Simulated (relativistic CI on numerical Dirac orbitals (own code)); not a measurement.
# Hyperfine structure of Er VII, mass number 167

Computed by Dirac-Coulomb-Breit CI, KLI orbitals optimised for each configuration, model QED (radiative potential, 1s self-energy scaled to tabulated hydrogen-like ionisation energies), unscaled Slater integrals (own radial code, finite nucleus).

Configurations in the expansion (outside the closed core [Kr] 4d10): 4f10.5s2.5p4, 4f9.5s.5p6, 4f12.5s.5p3. The list is cut by size and lacks configurations that can hold low levels.

Nuclear spin I = 7/2, μ = -0.5623 μN, Q = 3.57 b (tables of Stone and Pyykkö). The electronic factors are computed for point nuclear moments, without core polarisation or the Bohr-Weisskopf and QED corrections.

```tsv
Level	E (cm⁻¹)	A (MHz)	B (MHz)
4f10.5s2.5p4 7K_10	0.0	-254	22700
4f10.5s2.5p4 7I_8	8518.3	-209.9	-10300
4f10.5s2.5p4 7H_4	20664.5	-166.9	-12000
4f10.5s2.5p4 7H_3	22484.4	-111.1	-6580
```

Levels with J = 0, under 50 % of one LS term, or S terms without an open s electron are left out. Small factors come from cancelling terms and can be off by tens of per cent or more.

At this charge configurations can still be misplaced by up to about 7 % of their energy. Terms inside the open d or f shell come out 10 to 20 % too wide with unscaled integrals. Levels and lines within the n = 5 or 6 shells can be off by up to 10 % or somewhat more, and those that change n by about 2 %, since core polarisation is missing.

Question: Give the hyperfine levels of 4f10.5s2.5p4 7K_10 relative to its centre of gravity.

Answer: With K = F(F + 1) − I(I + 1) − J(J + 1), E = AK/2 + B[¾K(K + 1) − I(I + 1)J(J + 1)]/[2I(2I − 1)J(2J − 1)]: F = 13/2: 17330, F = 15/2: 11010, F = 17/2: 5011, F = 19/2: -238.3, F = 21/2: -4249, F = 23/2: -6483, F = 25/2: -6352, F = 27/2: -3217 MHz.

LS names give the leading component of a level, which can be under half, so a name can repeat, a term be missing and a line seem to break the LS rules.
